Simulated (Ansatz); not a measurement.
Al₁₂P₁₀F₆⁺. Charge 1, multiplicity 2. Geometry PBE-D4/def2-SVP, that of the neutral singlet; atoms count from 1.

Cartesian coordinates in Å:
```
P 1.514 -0.003 3.705
P 2.360 -2.255 -3.310
P 4.767 -0.741 0.099
P 1.286 -1.311 0.308
P -1.302 -0.400 -1.744
P -0.388 2.030 1.068
P 2.058 1.861 -2.142
P -1.841 -2.085 2.228
P -4.270 1.149 0.674
P 3.639 2.155 1.637
Al 0.447 -1.965 -2.059
Al -0.981 -1.945 0.117
Al 3.071 -0.190 1.828
Al -0.544 -0.032 2.540
Al 1.512 1.957 2.427
Al 3.095 -1.653 -1.145
Al 2.381 0.091 -3.595
Al 3.593 1.261 -0.483
Al 0.480 0.800 -0.714
Al -3.610 0.030 -1.324
Al -2.548 2.082 1.964
Al -3.519 -0.907 1.238
F -0.520 -3.298 -1.162
F -1.992 0.912 3.328
F 2.806 0.505 -5.169
F -4.603 0.114 -2.673
F -2.968 3.481 2.799
F -3.925 -1.643 -0.440
```

Single mean-field runs in def2-SVP are fitted with def2-universal-jkfit.

(1) Estimate the Mulliken populations from the PBE0/def2-SVP orbitals of Ansatz.

(2) Where does the spin sit?

(3) And the Mayer bond orders between heavy atoms (over 0.3, the first 40 of 43)?

## Answers

(1) 
```json
{"atom": "P1", "charge (e)": "-0.35", "spin (α − β)": "0.30"}
{"atom": "P2", "charge (e)": "-0.40", "spin (α − β)": "0.02"}
{"atom": "P3", "charge (e)": "-0.36", "spin (α − β)": "0.21"}
{"atom": "P4", "charge (e)": "-0.78", "spin (α − β)": "0.11"}
{"atom": "P5", "charge (e)": "-0.65", "spin (α − β)": "0.04"}
{"atom": "P6", "charge (e)": "-0.61", "spin (α − β)": "0.04"}
{"atom": "P7", "charge (e)": "-0.43", "spin (α − β)": "0.01"}
{"atom": "P8", "charge (e)": "-0.42", "spin (α − β)": "0.00"}
{"atom": "P9", "charge (e)": "-0.48", "spin (α − β)": "0.01"}
{"atom": "P10", "charge (e)": "-0.31", "spin (α − β)": "0.37"}
{"atom": "Al11", "charge (e)": "0.63", "spin (α − β)": "0.01"}
{"atom": "Al12", "charge (e)": "0.71", "spin (α − β)": "0.00"}
{"atom": "Al13", "charge (e)": "0.50", "spin (α − β)": "-0.02"}
{"atom": "Al14", "charge (e)": "0.62", "spin (α − β)": "-0.01"}
{"atom": "Al15", "charge (e)": "0.58", "spin (α − β)": "-0.04"}
{"atom": "Al16", "charge (e)": "0.53", "spin (α − β)": "0.00"}
{"atom": "Al17", "charge (e)": "0.89", "spin (α − β)": "0.00"}
{"atom": "Al18", "charge (e)": "0.54", "spin (α − β)": "-0.03"}
{"atom": "Al19", "charge (e)": "0.48", "spin (α − β)": "-0.01"}
{"atom": "Al20", "charge (e)": "0.99", "spin (α − β)": "0.00"}
{"atom": "Al21", "charge (e)": "1.00", "spin (α − β)": "0.00"}
{"atom": "Al22", "charge (e)": "0.55", "spin (α − β)": "0.00"}
{"atom": "F23", "charge (e)": "-0.37", "spin (α − β)": "0.00"}
{"atom": "F24", "charge (e)": "-0.39", "spin (α − β)": "0.00"}
{"atom": "F25", "charge (e)": "-0.35", "spin (α − β)": "0.00"}
{"atom": "F26", "charge (e)": "-0.36", "spin (α − β)": "0.00"}
{"atom": "F27", "charge (e)": "-0.37", "spin (α − β)": "0.00"}
{"atom": "F28", "charge (e)": "-0.39", "spin (α − β)": "0.00"}
```
Mulliken values depend strongly on the basis.

(2) Summed by element: P 1.11, Al -0.11, F 0.00, of 1 unpaired in all. Largest on single atoms: P10 0.37, P1 0.30, P3 0.21.

(3) P1–Al13 0.75 (2.45 Å); P1–Al14 0.81 (2.37 Å); P1–Al15 0.94 (2.34 Å); P2–Al11 1.02 (2.30 Å); P2–Al16 0.91 (2.36 Å); P2–Al17 0.74 (2.36 Å); P3–Al13 0.70 (2.48 Å); P3–Al16 0.95 (2.28 Å); P3–Al18 0.82 (2.39 Å); P4–Al11 0.42 (2.59 Å); P4–Al12 0.45 (2.36 Å); P4–Al13 0.41 (2.60 Å); P4–Al16 0.56 (2.34 Å); P4–Al19 0.59 (2.48 Å); P5–Al11 0.70 (2.37 Å); P5–Al12 0.77 (2.44 Å); P5–Al19 0.67 (2.38 Å); P5–Al20 0.53 (2.38 Å); P6–Al14 0.72 (2.54 Å); P6–Al15 0.77 (2.34 Å); P6–Al19 0.76 (2.33 Å); P6–Al21 0.53 (2.34 Å); P7–Al17 0.81 (2.31 Å); P7–Al18 0.91 (2.34 Å); P7–Al19 0.88 (2.38 Å); P8–Al12 0.99 (2.28 Å); P8–Al14 0.75 (2.45 Å); P8–Al22 0.98 (2.28 Å); P9–Al20 0.80 (2.38 Å); P9–Al21 0.81 (2.35 Å); P9–Al22 1.19 (2.26 Å); P10–Al13 0.74 (2.42 Å); P10–Al15 0.89 (2.28 Å); P10–Al18 0.83 (2.30 Å); Al11–F23 0.55 (1.88 Å); Al12–F23 0.47 (1.92 Å); Al14–F24 0.52 (1.90 Å); Al17–F25 1.13 (1.68 Å); Al20–F26 1.12 (1.68 Å); Al20–F28 0.42 (1.92 Å).
